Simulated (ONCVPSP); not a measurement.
## Building the ONCV potential for Si (PBEsol, scalar-relativistic).

The input file (ONCVPSP 4.0.1):

```
# ATOM AND REFERENCE CONFIGURATION
# atsym  z   nc   nv     iexc    psfile
  Si 14.00    3    2  -116133      upf
#
#   n    l    f
    1    0    2.00
    2    0    2.00
    2    1    6.00
    3    0    2.00
    3    1    2.00
#
# PSEUDOPOTENTIAL AND OPTIMIZATION
# lmax
    1
#
#   l,   rc,      ep,       ncon, nbas, qcut
    0    1.40    0.00    4    9    4.90
    1    2.20    0.00    4    9    3.80
#
# LOCAL POTENTIAL
# lloc, lpopt,  rc(5),   dvloc0
    0    5    1.40    0.00
#
# VANDERBILT-KLEINMAN-BYLANDER PROJECTORs
# l, nproj, debl
    0    0    2.50
    1    2    1.40
#
# MODEL CORE CHARGE
# icmod, fcfact, rcfact
    0    0.00    0.00
#
# LOG DERIVATIVE ANALYSIS
# epsh1, epsh2, depsh
   -2.00    5.00    0.02
#
# OUTPUT GRID
# rlmax, drl
    6.00    0.01
#
# TEST CONFIGURATIONS
# ncnf
    4
# nvcnf
#   n    l    f
    2
    3    0    2.00
    3    1    1.00
#
    2
    3    0    2.00
    3    1    0.00
#
    2
    3    0    1.00
    3    1    0.00
#
    2
    3    0    0.00
    3    1    4.00
#
```

Command:

```bash
oncvpsp.x < Si.dat > Si.out
```

The program printed (shortened: citation, most of the input echo, consistency checks and plot data are left out):

```
ONCVPSP  (Optimized Norm-Conservinng Vanderbilt PSeudopotential)
scalar-relativistic version 4.0.1

#   n    l    f        energy (Ha)
    1    0    2.00    -6.5499530E+01
    2    0    2.00    -5.1128559E+00
    2    1    6.00    -3.5067963E+00
    3    0    2.00    -3.9574212E-01
    3    1    2.00    -1.4909905E-01

Reference configufation results
  iterations    28
  all-electron total energy (Ha)   -2.89298588D+02

Begin loop to  construct optimized pseudo wave functions
and semi-local pseudopoentials for all angular momenta

Calculating optimized projector #   1

 for l=   0

    Fraction of norm inside rc  0.168486
    Optimizing pswf for qcut=   4.91 a_B^-1,  ecut=  12.04 Ha
    Residual kinetic energy error=  4.04D-04 Ha

    Energy error per electron        Cutoff
         Ha          eV             Ha
         0.01000     0.27211        5.01
         0.00100     0.02721        7.79
         0.00010     0.00272       92.54
         0.00001     0.00027      123.69

   Wellstate for l =  1  n =  5
     eigenvalue =   1.2509
     asymptotic potential =   1.7509
     half-point radius =  5.2482

Calculating optimized projector #   1

 for l=   1

    Fraction of norm inside rc  0.359188
    Optimizing pswf for qcut=   3.80 a_B^-1,  ecut=   7.21 Ha
    Residual kinetic energy error=  3.11D-05 Ha

    Energy error per electron        Cutoff
         Ha          eV             Ha
         0.01000     0.27211        2.09
         0.00100     0.02721        3.13
         0.00010     0.00272        4.26
         0.00001     0.00027       20.57

Calculating optimized projector #   2

 for l=   1

    Fraction of norm inside rc  0.133958
    Optimizing pswf for qcut=   3.80 a_B^-1,  ecut=   7.21 Ha
    Residual kinetic energy error=  1.29D-04 Ha

    Energy error per electron        Cutoff
         Ha          eV             Ha
         0.01000     0.27211        3.18
         0.00100     0.02721        3.97
         0.00010     0.00272        7.81
         0.00001     0.00027       21.84

Construct Vanderbilt / Kleinmman-Bylander projectors

B matrix Hermiticity error, ll=   1
   1   2   -4.0938E-05

  Orthonormal projector coefficients -2.6043E+00  6.8694E-01

Pseudoatom total energy   -3.734727

Diagnostic tests using Vanderbilt-Kleinman-Bylander pseudopotentials
  1 or more projectors used as specified by nproj input data

   l    rcore       rmatch      e in        delta e   norm test  slope test

   0   1.4082179   1.4509745  -0.3957421   0.0000000   1.0000035   1.0000000

   1   2.2055577   2.2725232  -0.1490990  -0.0000003   1.0000146   1.0000352
   1   2.2055577   2.2725232   1.2509009   0.0000015   1.0001015   1.0001015

 Testing for bound ghosts
   n   l    E NL Schr. Eq   E Basis Diag.   E Cutoff

   2   1       -0.149099       -0.142697     80.91

 Testing for highly-localized positive-energy ghosts
       l    <radius>/rc     E Basis Diag.   E Cutoff

Test configuration 0

   n   l     f        eae           eps        diff
   1   0  2.0000  -65.49952994
   2   0  2.0000   -5.11285586
   2   1  6.0000   -3.50679635
   3   0  2.0000   -0.39574212   -0.39574210    2.54D-08
   3   1  2.0000   -0.14909905   -0.14909930   -2.54D-07

    Total energies and differences
      AE_ref= -2.89298588D+02  AE_tst= -2.89298588D+02  dif=  0.00D+00
      PS_ref= -3.73472665D+00  PS_tst= -3.73472665D+00  dif=  4.44D-16
      PSP excitation error= -4.44D-16

Test configuration 1

   n   l     f        eae           eps        diff
   1   0  2.0000  -65.85509005
   2   0  2.0000   -5.46168358
   2   1  6.0000   -3.85617563
   3   0  2.0000   -0.69776342   -0.69759239    1.71D-04
   3   1  1.0000   -0.42727566   -0.42724806    2.76D-05

    Total energies and differences
      AE_ref= -2.89298588D+02  AE_tst= -2.89015148D+02  dif=  2.83D-01
      PS_ref= -3.73472665D+00  PS_tst= -3.45127297D+00  dif=  2.83D-01
      PSP excitation error= -1.33D-05

Test configuration 2

   n   l     f        eae           eps        diff
   1   0  2.0000  -66.30401442
   2   0  2.0000   -5.89530211
   2   1  6.0000   -4.29091652
   3   0  2.0000   -1.04697095   -1.04609135    8.80D-04

    Total energies and differences
      AE_ref= -2.89298588D+02  AE_tst= -2.88428498D+02  dif=  8.70D-01
      PS_ref= -3.73472665D+00  PS_tst= -2.86477679D+00  dif=  8.70D-01
      PSP excitation error=  1.41D-04

Test configuration 3

   n   l     f        eae           eps        diff
   1   0  2.0000  -66.88270714
   2   0  2.0000   -6.44913824
   2   1  6.0000   -4.84567748
   3   0  1.0000   -1.44638062   -1.44161723    4.76D-03

    Total energies and differences
      AE_ref= -2.89298588D+02  AE_tst= -2.87182718D+02  dif=  2.12D+00
      PS_ref= -3.73472665D+00  PS_tst= -1.62129081D+00  dif=  2.11D+00
      PSP excitation error=  2.43D-03

Test configuration 4

   n   l     f        eae           eps        diff
   1   0  2.0000  -65.62018584
   2   0  2.0000   -5.23057822
   2   1  6.0000   -3.62352762
   3   1  4.0000   -0.19006883   -0.18988486    1.84D-04

    Total energies and differences
      AE_ref= -2.89298588D+02  AE_tst= -2.88793779D+02  dif=  5.05D-01
      PS_ref= -3.73472665D+00  PS_tst= -3.23019471D+00  dif=  5.05D-01
      PSP excitation error=  2.77D-04
```

The run took about 2.6 s on one core of a shared server CPU.
